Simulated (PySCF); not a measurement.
Atom-mapped SMILES (the numbers label the heavy atoms): `[CH3:1][SiH:2]([CH3:3])[N:4]1[CH2:5][CH2:6][CH:7]=[N:8]1`. Hydrogens are named by the atom that carries them.

Theoretical values (PySCF 2.14.0 with density-fitted response routines): PBE0-D3(BJ)/def2-SVP structure, σ from GIAO-KT3/pcSseg-1. Rapidly exchanging positions averaged, gas phase, one conformer, no relativistic terms.

Shifts are taken against calculated references (same method and geometry level): $^{13}$C, $^{1}$H, $^{29}$Si vs TMS; $^{15}$N vs NH3.

```csv
atoms,nucleus,count,δ (ppm)
C6,$^{13}$C,1,?
C1/C3,$^{13}$C,2,-1.9
H(C7),$^{1}$H,1,6.19
H(Si2),$^{1}$H,1,4.78
C7,$^{13}$C,1,126.4
N4,$^{15}$N,1,?
H(C1)/H(C3),$^{1}$H,6,0.34
Si2,$^{29}$Si,1,-10.2
H(C6),$^{1}$H,2,?
N8,$^{15}$N,1,360.2
C5,$^{13}$C,1,48.0
H(C5),$^{1}$H,2,?
```

Task: Complete the table.

Result: 
- C6: 35.1 ppm, sp3 CH2 in a ring; a saturated carbon with 2 carbon neighbours and no heteroatom attached
- H(C5): 3.24 ppm, hydrogen on an sp3 CH2 bonded to N; its carbon carries N, an electronegative neighbour
- H(C6): 2.58 ppm, hydrogen on an sp3 CH2 in a ring
- N4: 150.7 ppm, nitrogen bonded to O or N

Shifts are as computed, not scaled to solution data. Of 1313 compounds with measured shifts, 239 miss one by over three times the rms of a fit or turn the order of signals round; such compounds aren't used in these exercises. Experimental scales use liquid or dissolved standards, which lie at an offset from isolated NH3 (liquid NH3: subtract about 20 ppm). Unscaled 15N shifts of sp2 nitrogen come out 20 to 40 ppm too high even then.
